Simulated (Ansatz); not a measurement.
Start from `C#[C][GeH]([C]#C)[C]#C` and change one atom or group to get `C#[C][GeH2][C]#C`.

Ansatz, PBE0-D4/def2-TZVP geometries, multiplicity 1. 

Scalar relativity is left out up to krypton.

```tsv
property	`C#[C][GeH]([C]#C)[C]#C`
size of the dipole moment (ωB97M-V/def2-TZVPP) / D	0.25
HOMO–LUMO gap (PBE/def2-TZVPP) / eV	5.68
zero-point energy (PBE0-D4/def2-TZVP) / kJ/mol	170.9
HOMO energy (B3LYP/def2-TZVPP) / eV	-7.98
HOMO–LUMO gap (PBE0/def2-TZVPP) / eV	7.81
LUMO energy (PBE0/def2-TZVPP) / eV	-0.44
```

Question: What does the change do to each property? (Best estimate.)

Answer: Computed: 
```
                                          property  `C#[C][GeH2][C]#C`  shift
size of the dipole moment (ωB97M-V/def2-TZVPP) / D                0.14  -0.11
               HOMO–LUMO gap (PBE/def2-TZVPP) / eV                5.87   0.19
    zero-point energy (PBE0-D4/def2-TZVP) / kJ/mol               141.2  -29.7
               HOMO energy (B3LYP/def2-TZVPP) / eV               -7.93   0.05
              HOMO–LUMO gap (PBE0/def2-TZVPP) / eV                8.01   0.20
                LUMO energy (PBE0/def2-TZVPP) / eV               -0.16   0.28
```

With PBE0 the HOMO rises by 0.08 eV and the LUMO rises by 0.28 eV, so the gap widens by about 0.20 eV. PBE moves the HOMO by 0.08 eV and ωB97M-V by 0.13 eV. The zero-point energy changes by -29.7 kJ/mol with -6 modes. Dipoles are sizes alone; their direction can turn.

Positive LUMOs are unbound, so they and the gaps depend on the basis.

B3LYP here is the variant with VWN-RPA as its local correlation; programs differ in this.
